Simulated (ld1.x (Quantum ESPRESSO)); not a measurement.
# Varying the ultrasoft potential for titanium (Ti)

Base potential:

| Item | Value |
| --- | --- |
| Element | titanium |
| Generator | ld1.x (Quantum ESPRESSO) 7.5 |
| Type | ultrasoft |
| Functional | PW91 |
| Relativity | scalar-relativistic |
| Frozen core | [Ar] |
| Valence charge | 4 |
| Reference configuration | 3d2 4s1 4p1 |
| Partial waves | 4s (bound): rcut 2.60, rcutus 2.90 bohr; 4s channel at 3.7 Ry: rcut 2.60, rcutus 2.90 bohr; 4p (bound): rcut 3.15, rcutus 3.65 bohr; 4p channel at 1.7 Ry: rcut 3.15, rcutus 3.65 bohr; 3d (bound): rcut 1.75, rcutus 2.25 bohr; 3d channel at 1.1 Ry: rcut 1.75, rcutus 2.25 bohr |
| Local potential | all-electron potential smoothed inside 2.25 bohr (lloc = -1) |
| Core correction | a·sin(br)/r model core inside 2.35 bohr |
| Augmentation charge | PSQ, radius 1.85 bohr |

All-electron outer shells of the reference configuration (PW91, scalar-relativistic, ld1.x):

```
shell  level (eV)  outermost node (bohr)  outermost maximum (bohr)
   3s      -63.98                   0.40                      0.87
   3p      -40.24                   0.37                      0.90
   3d       -5.55                      –                      0.97
   4s       -5.27                   1.24                      2.88
   4p       -2.10                   1.38                      3.70
```

Cutoffs, loose and tight: the cutoffs (Ry, on a coarse ladder) from which the occupation-weighted sum of valence levels, in a spherical-Bessel basis at the reference potential, stays within 10 and 1 mRy of its value at 400 Ry. They do not see the model core or the augmentation charge, which bear on the density cutoff. Test errors are all-electron minus pseudo excitation energies from the reference, over the configurations 3d2 4s2 4p0; 3d2 4s1 4p0; 3d2 4s0 4p0; 3d1 4s2 4p1; 3d3 4s1 4p0; 3d2 4s1.5 4p0; 3d1 4s0 4p0. A dash means not determined; rows that change the core or the reference have their own tests. The largest error is taken over the tests solved by every variant that gives reliable tests at all: 3d1 4s2 4p1; 3d2 4s0 4p0; 3d2 4s1 4p0; 3d2 4s2 4p0.

| change | outcome | cutoff, loose | cutoff, tight | bound ghosts | largest test error (meV) |
| --- | --- | --- | --- | --- | --- |
| base | generated | 18 Ry | 21 Ry | none | +301 |
| wave 4p channel at 1.7 Ry: rcut 3.15, rcutus 3.65 bohr becomes 4p channel at -0.19 Ry: rcut 3.15, rcutus 3.65 bohr | generated | 18 Ry | 21 Ry | none | +300 |
| wave 4p channel at 1.7 Ry: rcut 3.15, rcutus 3.65 bohr becomes 4p channel at -0.09 Ry: rcut 3.15, rcutus 3.65 bohr | generated | 18 Ry | 21 Ry | none | +300 |
| wave 4p channel at 1.7 Ry: rcut 3.15, rcutus 3.65 bohr becomes 4p channel at -0.02 Ry: rcut 3.15, rcutus 3.65 bohr | generated | 18 Ry | 21 Ry | none | +300 |
| wave 4p channel at 1.7 Ry: rcut 3.15, rcutus 3.65 bohr becomes 4p channel at 0.16 Ry: rcut 3.15, rcutus 3.65 bohr | generated | 18 Ry | 21 Ry | none | +300 |
| wave 4p channel at 1.7 Ry: rcut 3.15, rcutus 3.65 bohr becomes 4p channel at 0.51 Ry: rcut 3.15, rcutus 3.65 bohr | generated | 18 Ry | 21 Ry | none | +300 |
| wave 4p channel at 1.7 Ry: rcut 3.15, rcutus 3.65 bohr becomes 4p channel at 0.87 Ry: rcut 3.15, rcutus 3.65 bohr | generated | 18 Ry | 21 Ry | none | +300 |
| wave 4p channel at 1.7 Ry: rcut 3.15, rcutus 3.65 bohr becomes 4p channel at 1.51 Ry: rcut 3.15, rcutus 3.65 bohr | generated | 18 Ry | 21 Ry | none | +301 |
| wave 4p channel at 1.7 Ry: rcut 3.15, rcutus 3.65 bohr becomes 4p channel at 2.34 Ry: rcut 3.15, rcutus 3.65 bohr | generated | 18 Ry | 21 Ry | none | +302 |
| wave 4p channel at 1.7 Ry: rcut 3.15, rcutus 3.65 bohr becomes 4p channel at 3.7 Ry: rcut 3.15, rcutus 3.65 bohr | generated | 18 Ry | 21 Ry | none | +304 |
| wave 4p channel at 1.7 Ry: rcut 3.15, rcutus 3.65 bohr becomes 4p channel at 6.18 Ry: rcut 3.15, rcutus 3.65 bohr | generated | 18 Ry | 21 Ry | none | +318 |
